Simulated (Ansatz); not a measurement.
Z-matrix (Å, degrees):
```
C
C 1 1.519
H 1 1.094 2 111.0
H 1 1.092 2 110.9 3 120.8
H 1 1.093 2 110.4 3 -119.9
N 2 1.458 1 113.3 3 -179.8
H 2 1.099 1 108.7 3 56.4
H 2 1.097 1 109.8 3 -57.9
C 6 1.456 2 114.9 1 112.4
Ge 6 1.840 2 114.9 1 -98.6
C 9 1.524 6 111.0 2 -64.8
C 9 1.518 6 111.7 2 172.6
H 9 1.106 6 109.5 2 53.8
H 10 1.551 6 113.0 2 -87.1
H 10 1.536 6 111.2 2 150.2
H 10 1.537 6 104.8 2 31.2
H 11 1.093 9 110.5 6 177.4
H 11 1.091 9 111.9 6 57.6
H 11 1.093 9 110.0 6 -62.6
H 12 1.094 9 112.2 6 -61.2
H 12 1.092 9 109.9 6 179.6
H 12 1.093 9 110.8 6 60.3
```

Total charge 0; spin multiplicity 1.

Question: List the B3LYP/def2-TZVPP orbital energies in eV (the Gaussian-basis code of Ansatz). (Estimate.)

Answer: Computed: Occupied: -10850.07, -1354.42, -1205.33, -1205.32, -1205.32, -388.97, -277.66, -277.42, -276.57, -276.39, -276.34, -168.99, -119.25, -119.23, -119.22, -32.86, -32.82, -32.80, -32.74, -32.73, -24.48, -21.28, -19.60, -18.81, -16.61, -16.03, -14.49, -13.09, -12.78, -12.23, -11.29, -11.13, -10.65, -10.50, -10.19, -9.90, -9.42, -9.33, -9.15, -9.06, -8.62, -5.85. Lowest empty: 0.58, 0.85, 1.35, 1.42, 1.53, 1.71, 1.87, 2.50.

B3LYP here is the variant with VWN-RPA as its local correlation; programs differ in this.
